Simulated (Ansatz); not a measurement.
Reaction (germylene formation by 1,1-elimination): `[CH3][Ge]([NH2])([OH])[F]` → `[CH3][Ge][NH2]` + `OF`

Computed with Ansatz on PBE0-D4/def2-TZVP structures; ΔE is electronic, products minus reactants. CBS: MP2 limit from def2 TZ/QZ plus the TZ coupled-cluster correction, frozen cores. This one scheme is used for every species. For Ge outer-core shells are correlated without core-valence functions, which leaves a few kJ/mol of doubt a bond. Scalar relativity is left out up to krypton. Each species was taken in one conformer, which may not be the lowest.

```
                    species  CCSD(T)/CBS(def2) energy (Eh)
`[CH3][Ge]([NH2])([OH])[F]`                    -2347.55321
           `[CH3][Ge][NH2]`                    -2171.88129
                       `OF`                     -175.42775
```

(1) Work out ΔE.

Largest T1 diagnostic among the species: 0.014.

## Answers

(1) ΔE = (-2171.88129) + (-175.42775) − (-2347.55321) = 0.24417 Eh = +6.64 eV.

From PBE to PBE0 (25 % exact exchange), in def2-TZVPP and without D4, ΔE moves by +0.42 eV. The D4 term adds +0.10 eV with B3LYP and +0.06 eV with PBE0; it sums over pairs of atoms, weighted by their polarisabilities, and B3LYP, whose exchange is more repulsive, gets the larger term.

B3LYP here is the variant with VWN-RPA as its local correlation; programs differ in this.
